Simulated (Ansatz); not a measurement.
Frontier orbitals of CH$_{3}$FOZn (`C[O][Zn][F]`).

Total charge 0; spin multiplicity 1. For Zn the d shell is correlated and the shells below it are frozen. Scalar relativity is left out up to krypton. Geometry: relaxed with PBE0-D4/def2-TZVP. It is one conformer, not always the lowest. Basis def2-TZVPP, Ansatz 0.2.0.

Orbital energies of one run (eV). Highest occupied ones, from the top: -6.30, -6.89, -8.45, -8.48, -9.47, -10.35, -10.68, -10.98, -12.40, -12.40, -12.59, -12.64, -13.22, -16.62. Empty: -2.35, -0.74, -0.59, 0.92, 1.76, 2.51.

Task: Which functional gave them?
A. ωB97M-V
B. PBE
C. B97M-V
D. r2SCAN0

Result: B. HOMO energies: PBE -6.30, B97M-V -6.70, ωB97M-V -10.24, r2SCAN0 -8.04 eV.
